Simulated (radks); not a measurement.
Tb50+, configuration [Ne] 3s2 3p3. Calculated with a radial shooting solver on a logarithmic mesh with Libxc functionals: scalar-relativistic Kohn-Sham, BLYP, spin-polarised, spherical densities, finite nucleus; open shells are filled with parallel spins first (spin-orbit coupling, left out, can overturn this in heavy ions); Fermi nuclear charge, rms radius 5.06 fm.

Normalised radial functions P(r) = r R(r), r in bohr:

| r | 2s up | 3p up | 3p down |
|---|---|---|---|
| 0.0007715 | 0.3986 | 0.0042 | 0.0042 |
| 0.001071 | 0.5210 | 0.0074 | 0.0074 |
| 0.001475 | 0.6710 | 0.0128 | 0.0127 |
| 0.002048 | 0.8594 | 0.0223 | 0.0223 |
| 0.00282 | 1.0763 | 0.0384 | 0.0384 |
| 0.003914 | 1.3237 | 0.0670 | 0.0669 |
| 0.00539 | 1.5658 | 0.1142 | 0.1141 |
| 0.007483 | 1.7655 | 0.1947 | 0.1947 |
| 0.01039 | 1.8312 | 0.3249 | 0.3247 |
| 0.01431 | 1.6485 | 0.5178 | 0.5175 |
| 0.01986 | 1.0730 | 0.7933 | 0.7929 |
| 0.02735 | 0.0536 | 1.1161 | 1.1154 |
| 0.03796 | -1.3642 | 1.4060 | 1.4049 |
| 0.05228 | -2.7302 | 1.4484 | 1.4469 |
| 0.07258 | -3.4795 | 0.9651 | 0.9632 |
| 0.1007 | -3.1073 | -0.1878 | -0.1904 |
| 0.1387 | -1.9162 | -1.5962 | -1.5973 |
| 0.1926 | -0.7245 | -2.4074 | -2.4032 |
| 0.2652 | -0.1514 | -1.9626 | -1.9623 |
| 0.3682 | -0.0129 | -0.8570 | -0.8627 |
| 0.5071 | -0.0004 | -0.1811 | -0.1850 |
| 0.7039 | 0.0000 | -0.0135 | -0.0142 |

2s up: eigenvalue -11981.7 eV, 1 radial node at r = 0.0277 bohr, <r> = 0.0904 bohr, 90 % of the charge inside 0.140 bohr. 3p up: eigenvalue -4486.7 eV, 1 radial node at r = 0.0964 bohr, <r> = 0.213 bohr, 90 % of the charge inside 0.315 bohr. 3p down (empty): eigenvalue -4455.8 eV, 1 radial node at r = 0.0963 bohr, <r> = 0.214 bohr, 90 % of the charge inside 0.316 bohr.
